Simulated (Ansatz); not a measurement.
The cluster Zr₃O₄⁺. Charge 1, multiplicity 2. Geometry PBE0-D4/def2-SVP.

```xyz
7

Zr   -0.077   -1.166    0.189
Zr    0.455    1.081    1.581
Zr   -0.109    1.517   -1.201
O     0.321   -0.463   -1.786
O    -1.112   -0.318   -1.473
O     1.526   -0.453    1.068
O    -1.005   -0.197    1.620
```

In the def2 sets Zr takes a core potential, while STO-3G treats all electrons; there is no spin–orbit coupling. The structure holds 1 bond(s) between oxygen atoms. At HF/STO-3G, r2SCAN-D4/def2-TZVP the charge 1 doublet is spin-contaminated (final ⟨S²⟩ up to 1.82, 0.75 for a pure state). No other spin state of charge 1 was run. Another isomer (doublet) lies 6.20 eV lower at PBE0-D4/def2-TZVP; other spin states weren't run for this one.

Q: Estimate the α-spin orbital energies around the gap (eV) in Ansatz with HF/STO-3G, PBE-D4/def2-SVP, PBE-D4/def2-TZVP, r2SCAN-D4/def2-TZVP, PBE0-D4/def2-SVP.

A: 
```csv
orbital,HF/STO-3G,PBE-D4/def2-SVP,PBE-D4/def2-TZVP,r2SCAN-D4/def2-TZVP,PBE0-D4/def2-SVP
HOMO−9,-15.64,-12.84,-12.80,-13.01,-14.33
HOMO−8,-15.01,-12.48,-12.42,-12.65,-13.96
HOMO−7,-14.85,-12.43,-12.42,-12.63,-13.87
HOMO−6,-14.67,-12.34,-12.32,-12.53,-13.77
HOMO−5,-14.40,-12.02,-11.97,-12.19,-13.50
HOMO−4,-13.63,-11.61,-11.59,-11.76,-13.03
HOMO−3,-12.84,-10.83,-10.80,-10.99,-12.25
HOMO−2,-10.26,-9.11,-9.08,-9.15,-9.95
HOMO−1,-9.14,-8.14,-8.12,-8.12,-8.85
HOMO,-8.90,-7.75,-7.73,-8.00,-8.84
LUMO,-0.23,-7.19,-7.16,-6.82,-6.16
LUMO+1,0.50,-6.49,-6.50,-6.24,-5.78
LUMO+2,0.89,-6.49,-6.46,-6.17,-5.71
LUMO+3,0.98,-6.28,-6.31,-6.05,-5.41
LUMO+4,1.84,-6.12,-6.10,-5.76,-5.39
LUMO+5,1.96,-5.95,-5.95,-5.59,-5.02
β HOMO,-7.56,-7.99,-7.96,-8.00,-8.69
β LUMO,-0.17,-6.76,-6.73,-6.31,-5.81
```
